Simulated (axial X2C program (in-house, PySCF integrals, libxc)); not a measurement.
# Low determinants of MgCr at the PBE0 level, two-component

Calculated with an axial X2C code built on PySCF integrals. Two-component (2c) means X2C with spin–orbit coupling and atomic mean-field two-electron Coulomb and Gaunt terms. Basis: Cr dyall-cv3z [9s10p6d3f2g], Mg dyall-cv3z [9s8p6d3f] (cores contracted in-house); Gaussian nuclei, density fitting, unrestricted open shells. Masses: Cr 51.941 u, Mg 23.985 u.

Search at 2.930 Å (vertical energies from the lowest determinant):

```
ΔE (eV)  state  electrons beyond evenly filled partner blocks  electrons in ±ω = 1/2, 3/2, 5/2, 7/2
   0.00  Ω = 3                               ω = 1/2, ω = 5/2                              27 8 1 0
   0.74  Ω = 2                              ω = -1/2, ω = 5/2                              27 8 1 0
   1.78  Ω = 1                              ω = -3/2, ω = 5/2                              26 9 1 0
   1.79  Ω = 4                               ω = 3/2, ω = 5/2                              26 9 1 0
   2.02  Ω = 1                              ω = -3/2, ω = 5/2                              28 7 1 0
   2.17  Ω = 4                               ω = 3/2, ω = 5/2                              28 7 1 0
   2.69  Ω = 2                               ω = 1/2, ω = 3/2                              27 9 0 0
```

Lowest determinant, Ω = 3 (⟨Sz⟩ = 3.00, ⟨Lz⟩ = 0.00 at PBE0): Re = 2.920 Å, ωe = 156.7 cm⁻¹.

The determinant in row 2 of the search, Ω = 2 (⟨Sz⟩ = 2.00, ⟨Lz⟩ = 0.00 at PBE0), was followed along the bond at PBE0; measured from the minimum of the lowest determinant it gives:

Te = 0.711 eV (5731 cm⁻¹), Re = 2.766 Å, ωe = 207.4 cm⁻¹.

Problem. Compare the bond of the determinant in row 2 with that of the lowest one.

Solution. At PBE0 its Re is 0.154 Å shorter and its force constant, which goes as ωe², is 1.75 times that of the lowest determinant. T0 ≈ Te + Δωe/2 = 5731 + (25) = 5756 cm⁻¹.

The search compares states at one distance, so a state with another bond length can lie lower; it is not exhaustive and yields mostly the lowest determinant of each block pattern, so other components and higher states of one pattern are missing. A followed state lies above the atoms to which the lowest one dissociates. These are energies of single determinants, not of spin-adapted states; PBE0 term energies can be off by some tenths of an eV, and the functional has no current term. Open-shell Ω = 0 determinants with evenly filled partner blocks cannot be reached by this program, so the Ω shown need not be the lowest component. The lowest determinant need not be the ground state where others lie within half an eV.
